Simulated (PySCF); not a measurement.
Si(Cl)2(Me)(NH2) (CH5Cl2NSi), SMILES C[Si](N)(Cl)Cl. Geometry optimised at PBE-D3(BJ)/def2-SVP. The values are those of a single conformer.

Level of theory: PBE-D3(BJ)/def2-SVP in PySCF.

Harmonic wavenumbers (cm⁻¹): 130, 145, 158, 207, 223, 246, 279, 446, 463, 551, 702, 735, 785, 856, 881, 1223, 1375, 1378, 1488, 2984, 3085, 3100, 3478, 3575. Rotational constants (GHz): 2.560, 1.832, 1.563; symmetry number 1.

Question: Work out the zero-point energy and the ideal-gas rigid-rotor harmonic-oscillator thermochemistry at 298.15 K and 1 atm.

Answer: ZPE = ½ Σ hcν = ½ × 28490 cm⁻¹ = 40.73 kcal/mol. H − E(el) = 46.32 kcal/mol. Entropy in cal/(mol K): translation 40.50, rotation 28.17, vibration 18.87, total 87.54. G − E(el) = 20.22 kcal/mol. Cp = 28.49 cal/(mol K). Modes under 150 cm⁻¹ make the vibrational entropy uncertain.
